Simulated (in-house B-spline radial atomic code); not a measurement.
What moves the levels of neutral boron ([He] 2s2 2p1)? Method: Dirac-Hartree-Fock, average of configuration, Fermi nucleus of rms radius 2.406 fm. Calculated with an all-electron radial atomic-structure program (B-spline basis).

Baseline run (computed): total energy -24.5366 hartree, 1s1/2 at -7.697646 hartree, 2p3/2 at -8.4279 eV with <r> = 2.205 bohr.

Scaling the speed of light c (a factor of 100 is close to the non-relativistic limit):

```csv
c/c0,ΔE (hartree),2p3/2 level (eV),2p3/2 <r> (bohr)
0.9,-0.0017595,-8.42709,2.205
0.98,-0.00030925,-8.4278,2.205
1.02,0.00029122,-8.42809,2.205
2,0.0056222,-8.43071,2.205
100,0.0074944,-8.43163,2.205
```

**Question.** The nuclear charge is raised by 0.1. What does the Hellmann-Feynman theorem predict for the energy, and what is found?

**Answer.** dE/dZ ≈ -Σ<1/r>, which is -11.386 at the start and -11.6636 at the end; their mean times 0.1 is -1.1525 hartree, and the two runs differ by -1.1525 hartree.
